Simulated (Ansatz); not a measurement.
Ligand exchange: C3H7F + In(CH3)2(NH2) → C3H9N + In(CH3)2F

Gas-phase species: C3H7F (2-fluoropropane) `CC(C)F`, singlet; In(CH3)2(NH2), singlet; C3H9N (isopropylamine) `CC(C)N`, singlet; In(CH3)2F, singlet. The partners trade F for NH2: C–F and In–NH2 bonds give way to C–NH2 and In–F.

Shapes, held fixed at every level: PBE0-D4/def2-TZVP. Flexible molecules stand in one conformer, not always the lowest. Programs: Ansatz 0.2.0. The zero-point and thermal change to 298 K, harmonic and unscaled (PBE0-D4/def2-TZVP), is +4.5 kJ/mol.

Q: Estimate ΔH(298 K) of this reaction.

A: The highest level, CCSD(T)/def2-TZVPP, gives ΔH(298 K) = -59.3 kJ/mol; the levels span -75.4 to -59.3. The column of differences is taken from that level and isn't an error. No measured value is set beside it here. For atoms past krypton def2 sets carry core potentials with scalar relativity. Outer-core shells of In are correlated, in sets that cover them unevenly.

```csv
level,kind,ΔH(298 K) (kJ/mol),less CCSD(T)/def2-TZVPP
BHLYP-D4/def2-TZVPP,global hybrid,-61.1,-1.8
wB97X-V/def2-TZVPP,range-separated hybrid,-61.8,-2.5
MP2/def2-SVP,perturbation theory,-75.4,-16.1
MP2/def2-TZVPP,perturbation theory,-63.7,-4.4
CCSD(T)/def2-SVP,coupled cluster or CI,-68.8,-9.5
CCSD/def2-SVP,coupled cluster or CI,-69.7,-10.4
CCSD(T)/def2-TZVPP,coupled cluster or CI,-59.3,0.0
```
